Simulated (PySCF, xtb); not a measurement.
MgBrI, SMILES [Br][Mg][I].

GFN2-xTB in xtb at its own geometry gives an orbital gap of 3.20 eV and a dipole moment of 2.67 D.

Geometry optimised at PBE0-D3(BJ)/def2-TZVP. The def2 effective core potentials stand for the cores of I; spin–orbit coupling is left out.

What does PySCF with ωB97X/def2-TZVPD give? (An estimate is asked for; the answer gives what the named calculation found.)

gap 9.86 eV (levels -10.06 and -0.20 eV), dipole 0.38 D.
